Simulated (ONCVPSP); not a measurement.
**strontium (Sr): one change to an ONCV potential, before and after**

ONCVPSP 4.0.1 input, shortened (lines: element, Z, core and valence counts, functional; n l f; lmax; l rc ep ncon nbas qcut; lloc lpopt rc5 dvloc0; l nproj debl; icmod fcfact rcfact), PBE, fully relativistic:

```
  Sr 38.00    6    4        4      upf
    1    0    2.00
    2    0    2.00
    2    1    6.00
    3    0    2.00
    3    1    6.00
    3    2   10.00
    4    0    2.00
    4    1    6.00
    4    2    0.50
    5    0    1.50
    2
    0    2.50    0.00    4    7    3.60
    1    1.60    0.00    4    8    4.70
    2    3.45    0.00    4    8    5.10
    4    5    1.50    2.00
    0    3    0.50
    1    2    3.00
    2    1    2.30
    3    4.25    1.40
```

Open shells are filled in proportion to 2j + 1.

All-electron outer shells of the reference configuration (PBE, scalar-relativistic, ld1.x):

| shell | level (eV) | outermost node (bohr) | outermost maximum (bohr) |
| --- | --- | --- | --- |
| 3d | -127.41 | – | 0.38 |
| 4s | -40.31 | 0.59 | 1.19 |
| 4p | -22.28 | 0.61 | 1.33 |
| 5s | -3.37 | 1.65 | 3.76 |
| 4d | -1.04 | 0.65 | 2.17 |

Change: reference 4s2 4p6 5s1; wave 4d: rc 3.45 bohr, ncon 4, nbas 8, qcut 5.1 1/bohr, 1 projector becomes d scattering state at 0.27 Ha: rc 3.45 bohr, ncon 4, nbas 8, qcut 5.1 1/bohr, 1 projector. In the d channel the program set the typed energies aside and used -0.249 Ha (j = l + 1/2; the other j can differ).

Cutoffs: the cutoffs (Ha) at which the residual kinetic energy of the hardest occupied pseudo-wave falls to 1 and 0.1 mHa per electron; they do not see the model core or the augmentation charge, which bear on the density cutoff. Errors are all-electron minus pseudo energies relative to the spin-unpolarised reference configuration.

What does the change do?

The potential gets neither clearly harder nor softer (23 Ha and 74 Ha → 23 Ha and 74 Ha); the number of tests with a reliable result goes from 3 to 4; neither file shows a bound ghost.

| quantity | base | changed |
| --- | --- | --- |
| cutoff, loose | 23 Ha | 23 Ha |
| cutoff, tight | 74 Ha | 74 Ha |
| bound ghosts | none | none |
| GHOST(+) flags under 300 eV | s at 237.2 eV | s at 230.7 eV, d5/2 at 294.9 eV |
| tests with a reliable result | 3 of 4 | 4 of 4 |
| s: phases at 2.53 bohr within 0.05 rad from the reference energy up to (Ha; the scan ends near 5) | 4.3 | 4.0 |
| p3/2: phases at 1.63 bohr within 0.05 rad from the reference energy up to (Ha; the scan ends near 5) | 4.9 | 4.6 |
| p1/2: phases at 1.63 bohr within 0.05 rad from the reference energy up to (Ha; the scan ends near 5) | to the end of the scan | 4.8 |
| d5/2: phases at 3.50 bohr within 0.05 rad from the reference energy up to (Ha; the scan ends near 5) | 0.5 | 0.3 |
| d3/2: phases at 3.50 bohr within 0.05 rad from the reference energy up to (Ha; the scan ends near 5) | 0.5 | 0.3 |
| rms error of d²Exc/dni dnj with the model core, mHa | 2.50 | 3.09 |
